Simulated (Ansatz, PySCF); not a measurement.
Complex: C2H4 (SMILES C=C) (first 6 atoms) with CH4O (SMILES CO); geometry from B3LYP-D3(BJ)/def2-TZVP.
(charge 0, multiplicity 1):
```json
[
 {"atom": "C", "x (Å)": "0.5947", "y (Å)": "-0.2668", "z (Å)": "-0.0486"},
 {"atom": "C", "x (Å)": "-0.6463", "y (Å)": "0.2019", "z (Å)": "-0.0443"},
 {"atom": "H", "x (Å)": "0.8193", "y (Å)": "-1.2824", "z (Å)": "-0.3511"},
 {"atom": "H", "x (Å)": "1.4361", "y (Å)": "0.3478", "z (Å)": "0.2483"},
 {"atom": "H", "x (Å)": "-0.8696", "y (Å)": "1.2185", "z (Å)": "0.2562"},
 {"atom": "H", "x (Å)": "-1.4879", "y (Å)": "-0.4110", "z (Å)": "-0.3431"},
 {"atom": "C", "x (Å)": "0.1533", "y (Å)": "0.4004", "z (Å)": "3.7342"},
 {"atom": "O", "x (Å)": "-0.3117", "y (Å)": "-0.8102", "z (Å)": "3.1632"},
 {"atom": "H", "x (Å)": "1.1900", "y (Å)": "0.6206", "z (Å)": "3.4528"},
 {"atom": "H", "x (Å)": "0.1117", "y (Å)": "0.2831", "z (Å)": "4.8167"},
 {"atom": "H", "x (Å)": "-0.4729", "y (Å)": "1.2570", "z (Å)": "3.4577"},
 {"atom": "H", "x (Å)": "-0.2797", "y (Å)": "-0.7214", "z (Å)": "2.2024"}
]
```

Interaction energies are E(AB) − E(A) − E(B) at the monomers' geometry in the complex; basis-set methods are counterpoise corrected. Rows marked so take none.

Rows in 6-31G* carry no dispersion term and start afresh at each structure (6-31G* with six Cartesian d functions).

The values were computed with Ansatz (a quantum-chemistry and plane-wave program) with Gaussian orbitals; PySCF for 6-31G* rows. 

**Question.** Estimate the interaction energy that HF/6-31G* (no counterpoise) returns for this input.

**Answer.** -75 meV
